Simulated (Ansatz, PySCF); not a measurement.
Reaction (SMILES): c1cncnc1 + H+ → c1cnc[nH+]c1
Structures are relaxed separately at B3LYP-D3(BJ)/def2-TZVP in Ansatz (an electronic-structure program). Frequencies are from Ansatz or PySCF. Unstable Hartree-Fock reference: c1cncnc1.
Geometry of the first species:
```xyz
10

C     -1.3470     0.0701    -0.0364
C     -0.6833    -1.1427     0.0782
N      0.6465    -1.2224     0.1150
C      1.3054    -0.0679     0.0353
N      0.7750     1.1485    -0.0766
C     -0.5560     1.2071    -0.1117
H     -2.4264     0.1262    -0.0656
H     -1.2290    -2.0783     0.1425
H      2.3882    -0.1242     0.0646
H     -0.9974     2.1941    -0.2027
```

Property: proton affinity (0 K, with B3LYP-D3(BJ) harmonic zero-point energies), positive where the reaction releases energy, in kJ/mol. Valence correlation only, unless marked. Spin-orbit coupling is left out. No relativistic terms. Basis-set limits of correlation are two-point, X^-3; Hartree-Fock from the larger set.

CCSD(T)/CBS(cc-pVTZ,cc-pVQZ) (Ansatz) gives 881.8 kJ/mol.

Q: Another calculation gave 888.6 kJ/mol. Which level was it?
(A) SVWN5/def2-TZVPD (Ansatz)
(B) wB97X-V/def2-TZVPD (Ansatz)
(C) wB97M-V/def2-TZVPD (Ansatz)

A: B, wB97X-V/def2-TZVPD (Ansatz). The others give 873.7 (wB97M-V), 858.7 (SVWN5) kJ/mol.
